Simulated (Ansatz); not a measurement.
One change: `[SiH3]/C=C/I` becomes `F/C=C/[SiH3]`.

Ansatz, PBE0-D4/def2-TZVP geometries, multiplicity 1. 

Elements past krypton have def2 core potentials.

| property | `[SiH3]/C=C/I` |
| --- | --- |
| LUMO energy (PBE/def2-TZVPP) / eV | -1.86 |
| size of the dipole moment (B3LYP/def2-TZVPP) / D | 0.74 |
| size of the dipole moment (PBE/def2-TZVPP) / D | 0.67 |
| LUMO energy (B3LYP/def2-TZVPP) / eV | -1.10 |
| HOMO energy (ωB97M-V/def2-TZVPP) / eV | -9.27 |
| HOMO–LUMO gap (PBE0/def2-TZVPP) / eV | 6.27 |

Q: Give the same properties after the change, and the shifts. (Estimate.)

A: Computed: 
```
                                        property  `F/C=C/[SiH3]`  shift
               LUMO energy (PBE/def2-TZVPP) / eV           -1.31   0.55
size of the dipole moment (B3LYP/def2-TZVPP) / D            0.66  -0.08
  size of the dipole moment (PBE/def2-TZVPP) / D            0.48  -0.19
             LUMO energy (B3LYP/def2-TZVPP) / eV           -0.54   0.56
           HOMO energy (ωB97M-V/def2-TZVPP) / eV          -10.09  -0.82
            HOMO–LUMO gap (PBE0/def2-TZVPP) / eV            7.57   1.30
```

With PBE0 the HOMO falls by 0.68 eV and the LUMO rises by 0.62 eV, so the gap widens by about 1.30 eV. PBE moves the HOMO by -0.51 eV and ωB97M-V by -0.82 eV. Dipoles are sizes alone; their direction can turn.

B3LYP here is the variant with VWN-RPA as its local correlation; programs differ in this.

Spin–orbit coupling is left out; it splits and shifts lone-pair levels of the heavy atoms by tenths of an eV.
